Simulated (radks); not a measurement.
Results of a calculation; reference values are marked as such.
Initial-state core-level shifts of neutral manganese when its valence configuration changes from [Ar] 3d5 4s2. Level of theory: scalar-relativistic Kohn-Sham, PBE, spin-polarised, spherical densities, point nucleus; open shells are filled with parallel spins first (a radial shooting solver on a logarithmic mesh with Libxc functionals). Shifts are changes of the shell-averaged eigenvalues in eV (positive: less bound).

valence,1s,2p,3s,3p
3d5.5 4s1.5,+2.118,+2.361,+2.156,+2.091
3d3 4s2 4p2,-16.599,-18.429,-15.712,-15.207
3d3 4p4,-19.226,-21.004,-18.279,-17.754
3d4 4s2 4p1,-7.790,-8.571,-7.565,-7.337
3d3 4s1 4p3,-17.355,-19.208,-16.461,-15.942
3d6 4s1,+3.832,+4.265,+3.944,+3.830
3d3.5 4s1 4p2.5,-12.930,-14.223,-12.418,-12.041
3d7,+5.334,+6.104,+5.625,+5.432
